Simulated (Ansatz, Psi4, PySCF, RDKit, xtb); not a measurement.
Pair of molecules: NH3 (SMILES N) (first 4 atoms) with SiH4 (SMILES [SiH4]); geometry from B3LYP-D3(BJ)/def2-TZVP, rigid monomers moved along the line of their centres of mass till N1···Si5 is 3.28 Å.
(charge 0, multiplicity 1):
```xyz
9

N      0.0695     0.1640    -0.0073
H     -0.7442     0.6433     0.3597
H      0.0378    -0.7928     0.3247
H      0.8905     0.6013     0.3945
Si    -0.0038     0.0441     3.2723
H      1.2314     0.7318     2.8347
H     -0.0371    -0.0100     4.7517
H     -0.0236    -1.3330     2.7307
H     -1.1860     0.7871     2.7820
```

| level | interaction energy (kcal/mol) | minus CCSD(T)/CBS(aug-cc-pV(D+d)Z, aug-cc-pV(T+d)Z) | cost |
|---|---|---|---|
| UFF | 0.64 | 0.73 | - |
| GFN2-xTB | -1.06 | -0.97 | - |
| HF/3-21G (no counterpoise) | -1.31 | -1.22 | - |
| HF/aug-cc-pV(T+d)Z | 2.82 | 2.91 | - |
| r2SCAN/def2-TZVPPD | -0.08 | 0.01 | ×1 |
| B3LYP/3-21G (no counterpoise) | -4.49 | -4.40 | - |
| B3LYP/def2-TZVPPD | 1.82 | 1.91 | ×1 |
| PBE0-D4/def2-TZVPPD | -0.34 | -0.25 | ×1 |
| wB97X-V/def2-TZVPPD | -0.01 | 0.08 | ×3 |
| MP2/6-31G* | 2.64 | 2.73 | - |
| MP2/6-31G* (no counterpoise) | -0.68 | -0.59 | - |
| SCS-MP2/aug-cc-pV(D+d)Z | 1.43 | 1.52 | - |
| CCSD(T)/CBS(aug-cc-pV(D+d)Z, aug-cc-pV(T+d)Z) | -0.09 | 0.00 | ×300* |
| SAPT0/jun-cc-pV(D+d)Z | 1.29 | 1.38 | - |

 The comparison column counts from a level with limits of its own.

The rows run from -4.49 (B3LYP/3-21G (no counterpoise)) to 2.82 kcal/mol (HF/aug-cc-pV(T+d)Z). The 3 functionals in def2-TZVPPD without D3 or D4 span 1.91, from r2SCAN to B3LYP.

Interaction energies are E(AB) − E(A) − E(B) at the monomers' geometry in the complex; basis-set methods are counterpoise corrected. Rows marked so take none. RDKit's UFF carries no charges.

Frozen-core correlation. CBS: X⁻³ extrapolation of the correlation energy, Hartree–Fock from the larger set. Rows in 3-21G, 6-31G* carry no dispersion term and start afresh at each structure (6-31G* with six Cartesian d functions). MP2/6-31G* freezes PySCF's default core.

Programs: Ansatz (Gaussian basis) for Hartree–Fock, density functionals and correlated methods; Psi4 for SAPT; PySCF for 3-21G rows, 6-31G* rows, the dispersion terms; RDKit for the force fields; xtb for the GFN methods. Values without a source in brackets are computed.

Costs are rough ratios of core time to PBE/def2-TZVPPD (about 3.0 s over the structures, on one shared machine); a dash marks a level with no comparable run of its own. A star marks coupled-cluster runs past 200 virtual orbitals, where the program's memory plan changes under this machine's limit, so their costs aren't comparable with smaller runs.

Ansatz is a quantum-chemistry and plane-wave program.
